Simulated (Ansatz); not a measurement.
PBE exchange is replaced step by step with exact exchange (0 % is PBE, 25 % PBE0; no dispersion term), basis def2-SVP, Ansatz. System: Al8P8H22, a nanocrystal cut from wurtzite AlP (hydrogen-capped). The state is a singlet with charge 0. Geometry: r2SCAN-D4/def2-SVP.

Geometry of the singlet:

```xyz
38

Al    2.1377   -2.9228   -2.7873
P     3.5649   -1.0452   -2.0649
P     0.0744   -2.1013   -1.8099
Al    0.1566   -2.0399    0.5833
Al    2.6996    0.8427   -0.8292
P     1.6221   -0.1702    1.0566
P    -1.9631   -1.3279    1.4423
Al   -2.0324   -1.3392    3.8676
Al    0.6934    1.6042    2.3730
P    -0.3656    0.4464    4.2107
Al   -0.6265   -0.1030   -2.9059
P     0.8284    1.6145   -2.0886
P    -2.7341    0.3808   -1.8036
Al   -2.8212    0.7299    0.5969
Al   -0.3791    3.4680   -1.0620
P    -1.0946    2.3443    0.9807
H     2.6544   -4.2105   -2.0070
H     2.0597   -2.8242   -4.3753
H     4.6769   -1.5374   -1.3300
H     4.2698   -0.5212   -3.1815
H    -0.9087   -3.0815   -2.1297
H     0.6917   -3.3827    1.2380
H     3.8118    1.9169   -0.4769
H     2.6812   -0.7010    1.8465
H    -2.8917   -2.3288    1.0356
H    -1.3880   -2.6770    4.4413
H    -3.4204   -0.7408    4.3707
H     1.7285    2.7078    2.8480
H     0.6790   -0.0218    5.0524
H    -0.8984    1.4402    5.0748
H    -0.7862   -0.1734   -4.4821
H     1.3915    2.1691   -3.2730
H    -3.6144   -0.6952   -2.0994
H    -3.4171    1.4250   -2.4798
H    -4.2719    1.1494    1.0809
H     0.6335    4.6433   -0.7070
H    -1.6950    3.7026   -1.9423
H    -1.7467    3.3601    1.7360
```

| exact exchange (%) | HOMO (eV) | LUMO (eV) | gap (eV) |
| --- | --- | --- | --- |
| 5 | -6.55 | -1.92 | 4.63 |
| 10 | -6.76 | -1.78 | 4.98 |
| 15 | -6.97 | -1.64 | 5.33 |
| 25 | -7.40 | -1.36 | 6.03 |
| 35 | -7.83 | -1.09 | 6.74 |
| 50 | -8.48 | -0.67 | 7.82 |

Question: Fit a straight line to the column «gap (eV)» against the share of exact exchange and predict its value at 0 %.

Answer: With x = exact exchange (%) and y = gap (eV): mean x = 23.33, mean y = 5.922; Σ(x − x̄)(y − ȳ) = 101.5, Σ(x − x̄)² = 1433; slope b = 0.07083, intercept a = ȳ − b·x̄ = 4.27. The residuals of the fitted rows reach 0.01. At x = 0 the line gives 4.27 + (0.07083 × 0) = 4.27; the run gave 4.28, 0.01 more than the line.
